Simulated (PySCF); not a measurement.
C8H16BP.
SMILES with atom numbers: `[BH3-:1][P@+:2]([CH2:3][CH3:4])([CH2:5][C:6]#[CH:7])[CH:8]1[CH2:9][CH2:10]1` (hydrogens: H11, H12, H13 on B1; H14, H15 on C3; H16, H17, H18 on C4; H19, H20 on C5; H21 on C7; H22 on C8; H23, H24 on C9; H25, H26 on C10)

Computed with PySCF at PBE0/pcSseg-1, non-relativistic, on one gas-phase PBE0-D3(BJ)/def2-SVP geometry that isn't relaxed in the solvent. The solvent is an IEF-PCM continuum (cavity from Bondi-type radii × 1.2). Specific hydrogen bonds and non-electrostatic terms are outside this model.

Gas phase at PBE0/pcSseg-1: HOMO -7.81 eV, LUMO 0.41 eV, dipole 4.68 D.

Question: What does the continuum do to the energy, the frontier levels and the dipole at PBE0/pcSseg-1 in cyclohexane and tetrahydrofuran?

Answer: 
```tsv
solvent	ε	E(solvent) − E(gas) (kcal/mol)	polarisation term (kcal/mol)	distortion of the solute (kcal/mol)	HOMO (eV)	LUMO (eV)	dipole (D)
cyclohexane	2.017	-3.26	-3.47	0.21	-7.79	0.49	5.21
tetrahydrofuran	7.426	-6.76	-7.67	0.91	-7.77	0.54	5.80
```

The first energy column is the sum of the next two and covers electrostatics alone. From cyclohexane to tetrahydrofuran the lowering changes by a factor 2.07, Onsager's factor (ε − 1)/(2ε + 1) by 2.01 and ε itself by 3.7.

Question: Which radius a makes the point-dipole formula ΔE = −[(ε − 1)/(2ε + 1)]·μ²/a³ give the value in tetrahydrofuran, with the gas-phase dipole?

Answer: μ = 1.842 au and |ΔE| = 0.01077 Eh give a = 2.66 Å; the farthest nucleus lies 4.38 Å from the centroid of the nuclei, so such a sphere wouldn't even hold the nuclei. The formula assumes a rigid point dipole at the centre of a sphere.

Question: Which ESP-fitted charges (PBE0/pcSseg-1) respond most in cyclohexane (means over atoms taken as equivalent)?

Answer: 
```csv
atoms,environment,gas (e),solvent (e),change
P2,phosphorus bonded to B and 3 C,+0.466,+0.508,+0.042
B1,four-coordinate boron,-0.371,-0.411,-0.040
C6,alkyne carbon,+0.119,+0.107,-0.012
C8,sp3 carbon bound to phosphorus,-0.088,-0.100,-0.012
C10,three-membered-ring carbon,-0.284,-0.295,-0.011
H22,methine hydrogen,+0.141,+0.151,+0.010
C4,methyl carbon,-0.249,-0.259,-0.010
H21,alkyne hydrogen,+0.334,+0.343,+0.009
H20,methylene hydrogen,+0.198,+0.205,+0.007
H25,methylene hydrogen,+0.138,+0.144,+0.006
C7,terminal alkyne carbon,-0.526,-0.531,-0.005
C3,sp3 carbon bound to phosphorus,-0.005,-0.011,-0.006
```

Question: Which Mayer bond orders change most in cyclohexane?

Answer: 
```json
{"bond": "C6–C7", "length (Å)": "1.212", "gas": "2.541", "solvent": "2.527", "change": "-0.014"}
{"bond": "C5–C6", "length (Å)": "1.449", "gas": "1.059", "solvent": "1.066", "change": "+0.007"}
{"bond": "B1–H13", "length (Å)": "1.227", "gas": "0.909", "solvent": "0.915", "change": "+0.006"}
{"bond": "P2–C3", "length (Å)": "1.829", "gas": "0.964", "solvent": "0.969", "change": "+0.005"}
{"bond": "B1–H11", "length (Å)": "1.225", "gas": "0.923", "solvent": "0.928", "change": "+0.005"}
{"bond": "B1–H12", "length (Å)": "1.225", "gas": "0.926", "solvent": "0.931", "change": "+0.005"}
{"bond": "C5–H20", "length (Å)": "1.103", "gas": "0.907", "solvent": "0.902", "change": "-0.005"}
{"bond": "B1–P2", "length (Å)": "1.908", "gas": "0.908", "solvent": "0.912", "change": "+0.004"}
```

Question: How do the nuclear quadrupole coupling constants eQVzz/h respond in cyclohexane?

Answer: 
```
  nucleus  Q (barn)  gas (MHz)  solvent (MHz)  η gas  η solvent
11B at B1   0.04059       1.38           1.29   0.07       0.08
```

Conformer computed: `[BH3-:1][P@+:2]([CH2:3][CH3:4])([CH2:5][C:6]#[CH:7])[CH:8]1[CH2:9][CH2:10]1`: B1–P2–C3–C4 176°, B1–P2–C5–C6 -169°, B1–P2–C8–C9 -42°.
